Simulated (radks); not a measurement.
Problem. Coherent X-ray form factor from a spherical all-electron density. Method: Dirac Kohn-Sham, PBE, spin-unpolarised, spherical densities, point nucleus; computed with a radial shooting solver on a logarithmic mesh with Libxc functionals.

| sin(theta)/lambda (1/angstrom) | f0 (electrons) |
|---|---|
| 0.05 | 14.875 |
| 0.1 | 14.515 |
| 0.15 | 13.953 |
| 0.2 | 13.245 |
| 0.25 | 12.448 |
| 0.3 | 11.620 |
| 0.4 | 10.055 |
| 0.5 | 8.773 |
| 0.6 | 7.804 |
| 0.8 | 6.481 |
| 1 | 5.463 |
| 1.25 | 4.302 |
| 1.5 | 3.319 |
| 2 | 2.081 |

The species is in the configuration that NIST lists as its ground one. Which atom or ion scatters so?

Solution. The scandium ion Sc6+, [Ne] 3s2 3p3. Extrapolating in s^2 from the first two rows gives f0(0) = 15.0, near the electron count 15; among species with that count, the fall with angle is slower the higher Z, and the table is that of Z = 21; from so few rows the species is fixed only to a neighbour or two.
